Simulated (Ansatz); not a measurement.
CHNO, charge -1, doublet, geometry from GFN2-xTB (a state made from the parent by changing its charge; the spin is typed, not shown lowest) (a gas-phase anion, which may not be bound at this level). Base run: PBE/STO-3G (Ansatz, a program for electronic structure).

The Ansatz input:
Ansatz 0.2 input:
```yaml
crystal:
  periodic: [false, false, false]
  atoms:
    - {symbol: N, position_ang: [-1.10932296, 0.26809662, 0.17063078]}
    - {symbol: C, position_ang: [0.07399388, -0.27621871, 0.20499431]}
    - {symbol: O, position_ang: [1.13555407, -0.00065511, -0.40397735]}
    - {symbol: H, position_ang: [-1.76313503, -0.21412318, 0.80743747]}
basis:
  gaussian:
    orbitals: STO-3G
hamiltonian:
  xc: pbe
total_charge: -1
magnetization: {spin_polarized: true, initial_magnetization: 1}
```

The bond that is stretched is that between atoms 4 and 1. A test that says stable can miss a lower solution.

Variants of this job, named by their change:

```csv
change,ΔE vs base (eV),<S^2>,stability test says
base,0.00,0.751,minimum
spin_polarized = on; lower_state_search = off,0.00,0.751,undecided (no full test)
spin_polarized = on; lower_state_search = standard,0.00,0.751,minimum
bond × 1.25,0.32,0.751,minimum
spin_polarized = on; lower_state_search = off; bond × 1.25,0.32,0.751,undecided (no full test)
spin_polarized = on; lower_state_search = standard; bond × 1.25,0.32,0.751,minimum
bond × 1.5,1.06,0.762,minimum
spin_polarized = on; lower_state_search = off; bond × 1.5,1.06,0.762,undecided (no full test)
spin_polarized = on; lower_state_search = standard; bond × 1.5,1.06,0.762,minimum
bond × 1.8,1.55,0.777,minimum
spin_polarized = on; lower_state_search = off; bond × 1.8,1.55,0.777,undecided (no full test)
spin_polarized = on; lower_state_search = standard; bond × 1.8,1.55,0.777,minimum
bond × 2.2,1.84,0.756,minimum
spin_polarized = on; lower_state_search = off; bond × 2.2,1.84,0.756,undecided (no full test)
spin_polarized = on; lower_state_search = standard; bond × 2.2,1.84,0.756,minimum
bond × 3.0,2.14,0.751,minimum
spin_polarized = on; lower_state_search = off; bond × 3.0,2.14,0.751,undecided (no full test)
spin_polarized = on; lower_state_search = standard; bond × 3.0,2.14,0.751,minimum
```

A gas-phase anion may not be bound at this level; its values then depend on the basis.

On stretching, the SCF can end on different states; <S^2> shows the spin contamination of each.
